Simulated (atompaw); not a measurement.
# u(r) = r·R(r): atom against pseudo-atom (Tl)

Columns: radius, all-electron u(r) and pseudo u(r) of the 6s shell (level -9.60 eV) of thallium in the configuration [Xe] 4f14 5d10 6s2 6p1; PBEsol, scalar-relativistic, PAW (atompaw) scheme, atompaw 4.2.0.5.

```csv
r (bohr),all-electron,pseudo
0.085,-0.0418,0.0399
0.169,-0.0962,0.0793
0.254,0.1721,0.1193
0.338,0.2135,0.1587
0.423,0.0552,0.1987
0.508,-0.1444,0.2385
0.592,-0.2880,0.2778
0.677,-0.3505,0.3172
0.762,-0.3368,0.3563
0.846,-0.2680,0.3944
0.931,-0.1637,0.4322
1.015,-0.0438,0.4686
1.100,0.0813,0.5041
1.185,0.2014,0.5382
1.269,0.3099,0.5700
1.354,0.4067,0.6000
1.438,0.4884,0.6273
1.523,0.5569,0.6522
1.608,0.6120,0.6740
1.692,0.6542,0.6923
1.777,0.6859,0.7072
1.862,0.7077,0.7183
1.946,0.7209,0.7253
2.031,0.7270,0.7283
2.115,0.7269,0.7271
2.200,0.7216,0.7216
```

Task: How many radial nodes do the two functions have?

Result: The all-electron 6s function has n − l − 1 = 5 (the table is too coarse to show those close to the nucleus); the pseudo-wave has 0, since the states of the same l below it are removed with the core.

Task: Where does each function peak?

Result: Outermost all-electron maximum near 2.03 bohr, pseudo maximum near 2.03 bohr (to the table’s step).

Task: Is the pseudo-wave norm-conserving?

Result: No, it belongs to a PAW set: the norm inside the radius is not constrained, and the difference is carried by the augmentation charge.
